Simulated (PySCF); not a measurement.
## Xenon: a sound run and one with changed settings

Sound run: Xe²⁺ [Kr] 4d10 5s2 5p4, Xe³⁺ [Kr] 4d10 5s2 5p3. All numbers are calculated (PySCF 2.14, scalar relativity through the core potential, in def2-SVP with the def2 core potential (28 electrons) (6s5p3d2f, 50 functions)). In the sound run the correlated levels freeze 4s2 4p6 4d10 outside the core potential. The sound run starts from symmetry-adapted Hartree-Fock orbitals and uses a fine grid where one is needed.

Changed run: a valence shell is frozen. This setting is unsound on purpose.

| species | method | sound run (hartree) | changed run (hartree) | converged |
| --- | --- | --- | --- | --- |
| Xe²⁺ | MP2 | -327.22949 | -327.18092 | yes |
| Xe²⁺ | CCSD(T) | -327.24993 | -327.18901 | yes |
| Xe³⁺ | MP2 | -326.12738 | -326.07445 | yes |
| Xe³⁺ | CCSD(T) | -326.14227 | -326.07845 | yes |

Ionisation energy of Xe²⁺:

| method | sound run (eV) | changed run (eV) |
| --- | --- | --- |
| UHF | 29.383 | 29.383 |
| MP2 | 29.990 | 30.109 |
| SCS-MP2 | 30.053 | 30.257 |
| CCSD | 30.122 | 30.201 |
| CCSD(T) | 30.141 | 30.220 |

Freezing a valence shell removes pair correlation that changes on ionisation.

For comparison, NIST gives 31.05 ± 0.04 eV between the lowest levels.
